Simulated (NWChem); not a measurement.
System: SiH3SeOI; SMILES [SiH3]O[Se]I

```xyz
7

Se     1.0700     0.6407    -0.0751
I     -0.2541    -1.5168     0.0090
O     -0.0399     1.8036     0.7176
Si    -1.2679     2.5595    -0.1749
H     -0.6827     3.3118    -1.3226
H     -1.9261     3.4871     0.7839
H     -2.2361     1.5436    -0.6789
```
Atoms are numbered in this order, from 1.

All runs: NWChem. All runs use the structure optimised with PBE0/def2-SVP. No frequency run checked for a minimum. def2 effective core potentials on I; no spin-orbit coupling. Ions are spin-unrestricted doublets at the neutral geometry; other ion states weren't tried.

For level CAM-B3LYP/def2-SVP:

```
Quantity                               Value
-------------------------------------  -----
vertical ionisation energy, ΔSCF (eV)   8.74
−ε(HOMO) (eV)                           7.76
```

Q: How do the values read with level PBE/def2-SVP instead?

A: 
| Item | Value |
|---|---|
| vertical ionisation energy, ΔSCF (eV) | 8.26 |
| −ε(HOMO) (eV) | 5.27 |
